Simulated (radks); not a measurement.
The mean radii <r> (bohr) of the occupied orbitals of an atom or ion are listed with their occupations. All-electron calculation, Dirac Kohn-Sham, PBE, spin-unpolarised, spherical densities, point nucleus. Program: a radial shooting solver on a logarithmic mesh with Libxc functionals.

orbital  occ.      <r>
1s1/2       2  0.01631
2s1/2       2  0.06805
2p1/2       2  0.05589
2p3/2       4  0.06469
3s1/2       2   0.1770
3p1/2       2   0.1674
3p3/2       4   0.1835
3d3/2       4   0.1595
3d5/2       6   0.1644
4s1/2       2   0.3914
4p1/2       2   0.3931
4p3/2       4   0.4274
4d3/2       4   0.4333
4d5/2       6   0.4444
5s1/2       2   0.8779
4f5/2       6   0.4645
4f7/2       8   0.4710
5p1/2       2   0.9414
5p3/2       4    1.034
5d3/2       4    1.316
5d5/2       6    1.360

Name the element and its charge. Open shells, if any, are shared by 2j + 1.

Answer. Z = 81, thallium, charge +3: Tl3+ in [Xe] 4f14 5d10. The 1s radius gives Z: for a bare nucleus <r> = (2 gamma + 1)/(2Z) with gamma = sqrt(1 - (Z/c)^2), 0.01613 bohr for Z = 81, and screening makes it slightly larger (0.01631 here). The occupations add up to 78, and the charge is Z minus that.
